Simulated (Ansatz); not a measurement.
`OC[SiH](O)[SiH3]` + `C=O` → `O=C[SiH](O)CO` + SiH₄  (formal exchange of groups at the Si–Si bond)

Computed with Ansatz on PBE0-D4/def2-TZVP structures; ΔE is electronic, products minus reactants. CCSD(T)/CBS adds triple-zeta CCSD(T) − MP2 to the extrapolated MP2 energy (def2 sets, frozen cores). This one scheme is used for every species. One conformer a species, not always the lowest.

`OC[SiH](O)[SiH3]`:

Z-matrix (Å, degrees):
```
C
Si 1 1.887
O 1 1.421 2 110.3
H 1 1.094 2 110.3 3 -118.3
H 1 1.101 2 111.2 3 123.9
Si 2 2.350 1 111.9 3 -170.1
O 2 1.664 1 106.8 3 -47.2
H 2 1.485 1 109.4 3 66.1
H 3 0.962 1 108.0 2 43.9
H 6 1.488 2 111.5 1 -173.9
H 6 1.491 2 109.8 1 66.3
H 6 1.489 2 110.4 1 -52.9
H 7 0.958 2 117.7 1 -89.4
```

`C=O`:

Z-matrix (Å, degrees):
```
C
O 1 1.195
H 1 1.109 2 122.0
H 1 1.109 2 122.0 3 -180.0
```

`O=C[SiH](O)CO`:

Z-matrix (Å, degrees):
```
Si
C 1 1.924
C 1 1.879 2 112.4
O 1 1.644 2 102.7 3 115.1
H 1 1.490 2 109.2 3 -124.4
O 2 1.211 1 117.4 3 -120.3
H 2 1.114 1 123.6 3 59.9
O 3 1.419 1 110.4 2 62.4
H 3 1.100 1 110.7 2 -173.2
H 3 1.094 1 110.5 2 -55.9
H 4 0.965 1 112.0 2 9.0
H 8 0.962 3 107.9 1 51.0
```

SiH₄:

Z-matrix (Å, degrees):
```
Si
H 1 1.485
H 1 1.485 2 109.5
H 1 1.485 2 109.5 3 -120.0
H 1 1.485 2 109.5 3 120.0
```

```csv
level,ΔE (kcal/mol)
HF/def2-TZVPP,-2.1
CCSD(T)/def2-TZVPP,-0.9
```

Question: What does CCSD(T)/CBS give? (Estimate.)

Answer: Ansatz gave: -0.7 kcal/mol. The listed levels differ from it by -1.4, -0.2 kcal/mol.

Largest T1 diagnostic among the species: 0.015.
